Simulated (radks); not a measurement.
Results of a calculation; reference values are marked as such.
Ta XLVI, configuration [Ar] 3d10 (the NIST ground configuration).

Code: a radial shooting solver on a logarithmic mesh with Libxc functionals. Model: Dirac Kohn-Sham, LB94 model potential, spin-unpolarised, spherical densities, finite nucleus; Fermi nuclear charge, rms radius 5.3507 fm.

Energy parts (hartree):
| part | energy |
|---|---|
| kinetic | 16108.9625 |
| electron-nucleus | -32800.2683 |
| Hartree | 2701.5087 |
(The LB94 potential has no energy functional, so no total or exchange-correlation energy is given.)

Orbitals (lengths in bohr, moments of r in powers of bohr):
[
 {"orbital": "1s1/2", "occ.": "2", "eigenvalue (hartree)": "-2564.962", "<r^2>": "0.0004774"},
 {"orbital": "2s1/2", "occ.": "2", "eigenvalue (hartree)": "-509.3217", "<r^2>": "0.007256"},
 {"orbital": "2p1/2", "occ.": "2", "eigenvalue (hartree)": "-491.3153", "<r^2>": "0.005178"},
 {"orbital": "2p3/2", "occ.": "4", "eigenvalue (hartree)": "-443.9947", "<r^2>": "0.006367"},
 {"orbital": "3s1/2", "occ.": "2", "eigenvalue (hartree)": "-176.5899", "<r^2>": "0.04604"},
 {"orbital": "3p1/2", "occ.": "2", "eigenvalue (hartree)": "-168.6216", "<r^2>": "0.04202"},
 {"orbital": "3p3/2", "occ.": "4", "eigenvalue (hartree)": "-158.0384", "<r^2>": "0.04797"},
 {"orbital": "3d3/2", "occ.": "4", "eigenvalue (hartree)": "-144.7656", "<r^2>": "0.03674"},
 {"orbital": "3d5/2", "occ.": "6", "eigenvalue (hartree)": "-142.4083", "<r^2>": "0.03835"},
 {"orbital": "4s1/2", "occ.": "0", "eigenvalue (hartree)": "-88.30470", "<r^2>": "0.1748"},
 {"orbital": "4p1/2", "occ.": "0", "eigenvalue (hartree)": "-84.95472", "<r^2>": "0.1717"},
 {"orbital": "4p3/2", "occ.": "0", "eigenvalue (hartree)": "-81.24336", "<r^2>": "0.1882"}
]

The highest occupied level is 3d5/2 at -3875.1 eV. Summed over all electrons, <r^2> = 0.7963 bohr^2, which gives a Langevin (diamagnetic) susceptibility term of -0.631 x 10^-6 cm^3/mol. The density falls to 0.001 e/bohr^3 at r = 0.67 bohr. The electron density at the nucleus is 1.305e+06 e/bohr^3.
